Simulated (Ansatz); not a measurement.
Cost and result up the ladder for the cluster Ru₃H₆ (9 atoms). The state is a singlet with charge 0. Geometry: PBE0-D4/def2-SVP.

```xyz
9

Ru   -1.166    0.400   -0.244
Ru    0.306   -0.670   -1.517
Ru    0.542   -0.958    0.951
H     1.578    0.166    1.114
H    -2.372   -0.530    0.228
H     1.034    0.700   -1.630
H    -0.792    1.881    0.201
H    -0.644    0.258    1.353
H     1.515   -1.246   -0.456
```

Ansatz on 4 threads of Arm Neoverse V2 on a shared host. Times are rough, and most runs start from the orbitals of an earlier one. No level here is sound enough to serve as a yardstick. Binding counts from free atoms at the same level (Ru quintet, H doublet; other spins of the atoms weren't run), without zero-point energy or a counterpoise term.

In the def2 sets Ru takes a core potential; there is no spin–orbit coupling. HSE06 is defined as in plane-wave codes, on full-range PBE exchange. No other spin state of charge 0 was run. Another isomer (quintet) lies 0.50 eV lower at PBE0-D4/def2-TZVP; other spin states weren't run for this one.

Run but left out: CCSD(T)/def2-TZVP (restricted singlet, unstable towards broken spin symmetry).

```json
{"level": "PBE-D4/def2-TZVP (with forces)", "functions": "156", "wall time": "2.2 s", "binding energy per atom (eV)": "2.75", "remarks": "restricted SCF unstable in HF"}
{"level": "HSE06-D4/def2-TZVP", "functions": "156", "wall time": "2.5 s", "binding energy per atom (eV)": "2.35", "remarks": "restricted SCF unstable in HF"}
{"level": "PBE0-D4/def2-TZVP", "functions": "156", "wall time": "2.6 s", "binding energy per atom (eV)": "2.34", "remarks": "restricted SCF unstable in HF"}
{"level": "r2SCAN-D4/def2-TZVP", "functions": "156", "wall time": "3.7 s", "binding energy per atom (eV)": "2.59", "remarks": "restricted SCF unstable in HF"}
{"level": "r2SCANh-D4/def2-TZVP", "functions": "156", "wall time": "4.5 s", "binding energy per atom (eV)": "2.45", "remarks": "restricted SCF unstable in HF"}
```
